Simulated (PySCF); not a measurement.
# Interval between two levels of Ge by level of theory

Ge [Ar] 3d10 4s2 4p2 [3P2, M_J = 2] → Ge [Ar] 3d10 4s2 4p1 5s1 [3P2, M_J = 2], as a difference of total energies. All numbers are calculated (PySCF 2.14, the two-component X2C-1e Hamiltonian, in x2c-TZVPall-2c with one added diffuse shell each of s, p, d type (7s8p5d1f, 63 functions)). Correlated levels: [Ne] frozen. "Screened" scales the spin-orbit matrix elements by Boettger's factors to mimic the two-electron term; Breit and QED terms are absent.

| method | interval between two levels (cm⁻¹) | error (cm⁻¹) |
| --- | --- | --- |
| GHF (spin-free) | 38011 | +303 |
| GMP2 (spin-free) | 39296 | +1588 |
| GHF (screened spin-orbit) | 38184 | +476 |
| GMP2 (screened spin-orbit) | 39453 | +1745 |

Reference: 37708 cm⁻¹ (measured; NIST Handbook of Basic Atomic Spectroscopic Data (Sansonetti and Martin, J. Phys. Chem. Ref. Data 34, 1559 (2005))).

The spin-free rows relax to the high-spin LS determinant and lack the spin-orbit shift.

Errors of the correlated levels include the incompleteness of this basis and the frozen core.

The labels give the starting determinants; with spin-orbit coupling the two ends relaxed to ⟨J²⟩ = 6.01, ⟨L²⟩ = 2.06, ⟨S²⟩ = 1.98 and ⟨J²⟩ = 6.01, ⟨L²⟩ = 2.01, ⟨S²⟩ = 2.00.

The promoted electron is Rydberg-like, and one or two diffuse shells describe it only roughly, which tends to raise the upper state.
